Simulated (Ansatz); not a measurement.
Reaction (formal exchange of groups at the Se–C bond): `OC(=S)[SeH]` + `CCC(=O)S` → `O=C(S)C[SeH]` + `CC(O)=S`

Calculated with Ansatz (gas phase, PBE0-D4/def2-TZVP geometries, no zero-point term in ΔE). CCSD(T)/CBS is the MP2 limit (def2-TZVPP, def2-QZVPP) plus CCSD(T) − MP2 in def2-TZVPP, frozen cores. Functionals use def2-TZVPP. For Se outer-core shells are correlated without core-valence functions, which leaves a few kJ/mol of doubt a bond. Scalar relativity is left out up to krypton. One conformer a species, not always the lowest.

`OC(=S)[SeH]`:

```xyz
6

O    -0.663   -0.448    0.713
C     0.328   -0.256   -0.151
S     1.440   -1.367   -0.557
Se    0.330    1.482   -0.887
H    -0.580   -1.361    1.033
H    -0.855    1.949   -0.150
```

`CCC(=O)S`:

Z-matrix (Å, degrees):
```
C
C 1 1.514
H 1 1.091 2 110.3
H 1 1.091 2 111.0 3 120.3
H 1 1.091 2 111.0 3 -120.3
C 2 1.508 1 112.9 3 180.0
H 2 1.096 1 111.6 3 58.9
H 2 1.096 1 111.6 3 -58.9
S 6 1.793 2 112.6 1 -179.9
O 6 1.197 2 124.8 1 0.1
H 9 1.342 6 93.9 2 -180.0
```

`O=C(S)C[SeH]`:

Z-matrix (Å, degrees):
```
C
Se 1 1.957
C 1 1.505 2 111.2
H 1 1.090 2 104.8 3 116.5
H 1 1.088 2 109.5 3 -125.7
H 2 1.469 1 95.0 3 70.3
S 3 1.787 1 117.2 2 -86.1
O 3 1.196 1 123.4 2 93.5
H 7 1.342 3 97.4 1 -2.2
```

`CC(O)=S`:

Z-matrix (Å, degrees):
```
C
C 1 1.488
H 1 1.094 2 109.4
H 1 1.094 2 109.4 3 -116.9
H 1 1.085 2 111.0 3 121.6
O 2 1.331 1 111.2 3 58.3
S 2 1.627 1 126.1 3 -121.7
H 6 0.969 2 107.1 1 180.0
```

| level | ΔE (eV) |
| --- | --- |
| B2PLYP | 0.09 |
| SCS-MP2/def2-TZVPP | 0.06 |

(1) What does CCSD(T)/CBS give? (An estimate is asked.)

Largest T1 diagnostic among the species: 0.017.

Answers

(1) Ansatz gave: +0.03 eV. The listed levels differ from it by 0.06, 0.03 eV.

From PBE to PBE0 (25 % exact exchange), in def2-TZVPP and without D4, ΔE moves by −0.04 eV. In def2-TZVPP, CCSD(T) changes the Hartree–Fock value by +0.07 eV (the triples alone add +0.02 eV) and MP2 by +0.11 eV.
